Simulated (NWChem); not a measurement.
System meant: HfCl₃, doublet; SMILES [Cl][Hf]([Cl])[Cl]

The following NWChem deck was run.

```
start job
memory heap 200 mb stack 900 mb global 1100 mb
geometry units angstroms noautoz
  Hf     0.000000     0.000000    -0.031327
  Cl     0.607002     2.255264    -0.031232
  Cl     1.649615    -1.653311    -0.031232
  Cl    -2.256617    -0.601953    -0.031232
end
basis spherical
  * library def2-svp
end
dft
  odft
  mult 2
  xc xpbe96 cpbe96
  iterations 150
  mulliken
end
task dft energy
```

End of the output:

```
          Convergence Information
          -----------------------
          Convergence aids based upon iterative change in
          total energy or number of iterations.
          Levelshifting, if invoked, occurs when the
          HOMO/LUMO gap drops below (HL_TOL):  1.00D-02
          DIIS, if invoked, will attempt to extrapolate
          using up to (NFOCK): 10 stored Fock matrices.

                    Damping( 0%)  Levelshifting(0.5)       DIIS
                  --------------- ------------------- ---------------
          dE  on:    start            ASAP                start
          dE off:    2 iters        150 iters           150 iters

      Screening Tolerance Information
      -------------------------------
          Density screening/tol_rho:  1.00D-10
          AO Gaussian exp screening on grid/accAOfunc:  14
          CD Gaussian exp screening on grid/accCDfunc:  20
          XC Gaussian exp screening on grid/accXCfunc:  20
          Schwarz screening/accCoul:  1.00D-08

      Superposition of Atomic Density Guess
      -------------------------------------

      charge =      72.0 Hf (Hafnium)

      symmetry species            s     p     d     f
      number of basis functions = 7     6     5     1
      number of cont. functions = 6     3     2     1
      number of closed shells   = 6     4     2     1
      number of open shells     = 0     0     1     0
      open shell occupation     = 0     0     2     0
 ------------------------------------------------------------------------
 atomscf:atomd: error in atom scf                   0
 ------------------------------------------------------------------------
 ------------------------------------------------------------------------
  current input line :
    19: task dft energy
 ------------------------------------------------------------------------
 ------------------------------------------------------------------------
 This error has not yet been assigned to a category
 ------------------------------------------------------------------------
 For more information see the NWChem manual at https://nwchemgit.github.io

0:atomscf:atomd: error in atom scf:Received an Error in Communication
```

Problem. What is wrong, and how is it mended?

Solution. The program stopped with an error. Cause: the def2 basis of a heavy element holds valence functions alone and wants its effective core potential (without it all electrons must fit into that basis). This input runs:
```
start job
memory heap 200 mb stack 900 mb global 1100 mb
geometry units angstroms noautoz
  Hf     0.000000     0.000000    -0.031327
  Cl     0.607002     2.255264    -0.031232
  Cl     1.649615    -1.653311    -0.031232
  Cl    -2.256617    -0.601953    -0.031232
end
basis spherical
  * library def2-svp
end
ecp
  Hf library def2-ecp
end
dft
  odft
  mult 2
  xc xpbe96 cpbe96
  iterations 150
  mulliken
end
task dft energy
```
It converges to -1427.84550 Ha (PBE/def2-SVP with def2 effective core potentials on Hf, spin-unrestricted).
